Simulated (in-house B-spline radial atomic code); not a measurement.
Results of a calculation; reference values are marked as such.
Softness against transferability: the 4d channel of Sn

Sn, [Kr] 4d10 5s2 5p2, non-relativistic LDA (VWN5), spherical and spin-unpolarised, from a B-spline radial code for spherical atoms (atomic units). The all-electron 4d level is ε = -1.004953 hartree, its outermost node lies just inside 0.40 bohr and its outer maximum at 0.89 bohr.

Troullier-Martins pseudo-orbitals are made for several radii. The cutoffs (hartree) are the plane-wave energies beyond which the orbital holds less than the named kinetic energy per electron. The phase error is the difference, pseudo minus all-electron, of arctan(R P'/P) at R = 1.54 bohr for all radii, half a hartree below and above the level.

| r_c (bohr) | V_l(0) (hartree) | cutoff for 10 mEh | for 1 mEh | for 0.1 mEh | phase error at ε − 0.5 (mrad) | at ε + 0.5 (mrad) |
| --- | --- | --- | --- | --- | --- | --- |
| 0.67 | -110.33 | 194 | 320 | > 450 | -2.8 | -0.9 |
| 0.77 | -45.42 | 104 | 133 | 215 | -1.7 | -0.5 |
| 0.89 | -22.72 | 43.4 | 71.5 | 101 | -1.0 | -0.3 |
| 1.0 | -18.57 | 37.7 | 48.8 | 59.2 | -0.8 | -0.2 |
| 1.12 | -17.66 | 36.6 | 46.1 | 56.2 | -0.6 | -0.2 |
| 1.24 | -17.21 | 35.6 | 44.6 | 63.2 | -0.3 | -0.1 |

Question: Which radius needs the lowest cutoff for 1 mEh while both phase errors stay within 1.1 mrad?

Answer: The radii within that limit are 0.89, 1.0, 1.12, 1.24 bohr; of these r_c = 1.24 needs the least, 44.6 hartree, that is 89.2 Ry or 1214 eV.

Question: What does the larger radius buy, and what does it cost?

Answer: From r_c = 0.67 to 1.24 bohr the cutoff for 1 mEh goes from 320 to 44.6 hartree, a factor of 7.17, against 3.43 for a pure 1/r_c² scaling, end to end; step by step it is 320, 133, 71.5, 48.8, 46.1, 44.6, and for 0.1 mEh > 450, 215, 101, 59.2, 56.2, 63.2; the number of plane waves goes as the cutoff to the power 3/2, here a factor of 19.2. The larger of the two phase errors is least at r_c = 1.24 bohr, 0.3 mrad; it is 2.8 at the smallest radius and 0.3 at the largest, so in this scan the atom's own scattering shows no cost of a large radius. These errors test the reference atom alone. The smallest radius lies well inside the outer maximum, where the nodeless form must bend sharply to keep the norm, so it is both harder and scatters less well than the next. Large radii also let the cores of neighbours overlap, which an atom doesn't show.
